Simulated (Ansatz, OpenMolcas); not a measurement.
## A ladder of methods for C5H12Si (SMILES C=C[Si](C)(C)C)

C5H12Si has 18 atoms, charge 0, and is taken as a singlet. As SMILES, `C=C[Si](C)(C)C`. The shape is that of a PBE0-D4/def2-TZVP optimisation. This is one conformer, not always the lowest.

Each level gives the vertical energy of the triplet above the singlet (eV). The values are calculated.

```tsv
level	kind	program	value (eV)	less CCSD(T)/6-31G*	CPU time (all runs)
HF/6-31G* (spherical functions)	Hartree–Fock	Ansatz	3.37	-1.17	12 s
SVWN5/6-31G* (spherical functions)	LDA	OpenMolcas	4.71	+0.17	3.5 min
BLYP/6-31G* (spherical functions)	GGA	Ansatz	4.49	-0.05	27 s
M06-L/6-31G* (spherical functions)	meta-GGA	OpenMolcas	4.27	-0.27	6.2 min
r2SCAN/6-31G* (spherical functions)	meta-GGA	OpenMolcas	4.11	-0.43	6.3 min
B3LYP/6-31G* (Cartesian functions)	global hybrid	OpenMolcas	4.39	-0.15	4.7 min
CAM-B3LYP/6-31G* (spherical functions)	range-separated hybrid	Ansatz	4.35	-0.19	32 s
wB97X/6-31G* (spherical functions)	range-separated hybrid	Ansatz	4.41	-0.13	1.8 min
RPA@PBE/6-31G* (spherical functions)	RPA	Ansatz	4.62	+0.08	53 s
CCSD(T)/6-31G* (spherical functions)	coupled cluster or CI	Ansatz	4.54	0.00	3.7 min
```

CCSD(T)/6-31G* (spherical functions) is the highest level here, not the true value. The values span 3.37 to 4.71 eV. CPU times are rough (shared hosts, several kinds of processor): they show what a rung costs within a factor of a few.
